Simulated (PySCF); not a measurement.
(1Z)-1-chloro-2-fluorobuta-1,3-diene (C4H4ClF), SMILES C=C/C(F)=C/Cl. Coordinates come from a B3LYP-D3(BJ)/def2-SVP optimisation. One conformer was computed; it need not be the lowest.

All values below come from B3LYP-D3(BJ)/def2-SVP in PySCF 2.14.0.

Harmonic wavenumbers (cm⁻¹): 112, 168, 249, 277, 411, 517, 635, 727, 799, 845, 910, 944, 1014, 1041, 1192, 1308, 1361, 1436, 1669, 1723, 3157, 3178, 3233, 3259. Rotational constants (GHz): 9.880, 1.410, 1.234; symmetry number 1.

Work out the zero-point energy and the ideal-gas rigid-rotor harmonic-oscillator thermochemistry at 298.15 K and 1 atm.

ZPE = ½ Σ hcν = ½ × 30164 cm⁻¹ = 180.42 kJ/mol. H − E(el) = 199.20 kJ/mol. Entropy in J/(mol K): translation 166.97, rotation 114.34, vibration 50.66, total 331.96. G − E(el) = 100.22 kJ/mol. Cp = 96.85 J/(mol K). Modes under 150 cm⁻¹ make the vibrational entropy uncertain.
